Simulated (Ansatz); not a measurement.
Relaxation of CH₆NPSi (10 atoms, charge 0, multiplicity 1), to a largest force component of 0.015 eV/Å in at most 40 steps.

The calculation used Ansatz 0.2.0, RKS revPBE-D4/def2-SVP.

```xyz
10
Properties=species:S:1:pos:R:3
P -1.899 0.978 -0.146
Si 0.020 0.580 0.663
C 0.635 -1.125 0.433
N 0.884 -0.173 -0.638
H -2.292 -0.310 -0.525
H -1.515 1.375 -1.463
H 0.960 1.706 0.988
H 1.593 -1.372 1.000
H -0.066 -1.891 0.368
H 1.763 0.181 -0.678
```

Where does it end, and by what steps?

The forces met the threshold. After 12 steps the energy has fallen by 1.180 eV; H6 moved furthest, 0.73 Å.

```tsv
step	energy less start (eV)	largest force component (eV/Å)	accepted
0	0.0000	4.322	yes
1	-0.9216	1.268	yes
2	-1.1063	0.282	yes
3	-1.1203	0.530	yes
4	-1.1524	0.347	yes
5	-1.1651	0.241	yes
6	-1.1730	0.071	yes
7	-1.1716	0.448	no
8	-1.1763	0.027	yes
9	-1.1775	0.186	yes
10	-1.1794	0.039	yes
11	-1.1794	0.037	yes
12	-1.1796	0.012	yes
```

```xyz
10
Properties=species:S:1:pos:R:3
P -2.153 0.953 -0.070
Si 0.035 0.579 0.375
C 0.784 -1.114 0.601
N 0.962 -0.442 -0.730
H -2.171 -0.155 -0.991
H -1.866 1.907 -1.114
H 0.704 1.711 1.101
H 1.666 -1.197 1.268
H 0.190 -2.048 0.569
H 1.932 -0.245 -1.006
```

Whether the end is a true minimum wasn't checked by a vibrational analysis.

The run took 49 s on 1 thread of Arm Neoverse V1 (shared host), peak memory 0.15 GiB.
